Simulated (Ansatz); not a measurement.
Species: SiH₄S, charge 0, singlet. SiH4S (sulfanylsilane, SMILES [SiH3]S).
B3LYP-D3(BJ)/def2-TZVP minimum from Ansatz (a program for electronic structure):
```xyz
6

Si    -0.9631    -0.3731     0.0805
S      1.0062     0.4702    -0.0993
H     -1.1814    -0.9649     1.4193
H     -1.8815     0.7659    -0.1253
H     -1.2059    -1.4118    -0.9454
H      1.6539    -0.6887     0.1130
```
Charge 0, spin multiplicity 1.

Total energies in hartree (Ansatz). UHF or UKS for unpaired electrons; spin-orbit terms are left out. Cores are frozen in correlated methods. No relativity. For partners of very few electrons the exact lower level stands in for a higher one.

| species | HF/cc-pV(T+d)Z | CCSD(T)/cc-pV(T+d)Z | HF/cc-pV(Q+d)Z | CCSD(T)/cc-pV(Q+d)Z | CCSDT(Q)/cc-pV(T+d)Z |
|---|---|---|---|---|---|
| 1: SiH4S (sulfanylsilane, SMILES [SiH3]S) | -688.85116 | -689.21701 | -688.85856 | -689.24800 | -689.21883 |
| 2: Si (triplet) | -288.85649 | -288.93344 | -288.85845 | -288.93781 | -288.93426 |
| 3: S (triplet) | -397.50938 | -397.65444 | -397.51264 | -397.66785 | -397.65537 |
| 4: H (doublet) | -0.49981 | -0.49981 | -0.49995 | -0.49995 | -0.49981 |

Q: Work out the atomisation energy (electronic, to ground-state atoms) in kJ/mol: take Hartree-Fock from cc-pV(Q+d)Z, extrapolate the CCSD(T) correlation energy as X^-3 (X = 3, 4), and add CCSDT(Q) - CCSD(T) in cc-pV(T+d)Z. 1 hartree = 2625.5 kJ/mol.

A: 
Species 1: correlation (64·(-0.38944) - 27·(-0.36585))/37 = -0.40665; step -0.00182; E1 = -688.85856 + (-0.40665) + (-0.00182) = -689.26703
Species 2: correlation (64·(-0.07936) - 27·(-0.07695))/37 = -0.08112; step -0.00082; E2 = -288.85845 + (-0.08112) + (-0.00082) = -288.94039
Species 3: correlation (64·(-0.15521) - 27·(-0.14506))/37 = -0.16262; step -0.00093; E3 = -397.51264 + (-0.16262) + (-0.00093) = -397.67619
Species 4: correlation (64·(0.00000) - 27·(0.00000))/37 = 0.00000; step +0.00000; E4 = -0.49995 + (0.00000) + (+0.00000) = -0.49995
-1·E1 +1·E2 +1·E3 +4·E4 = 0.65065 hartree = 1708.3 kJ/mol.
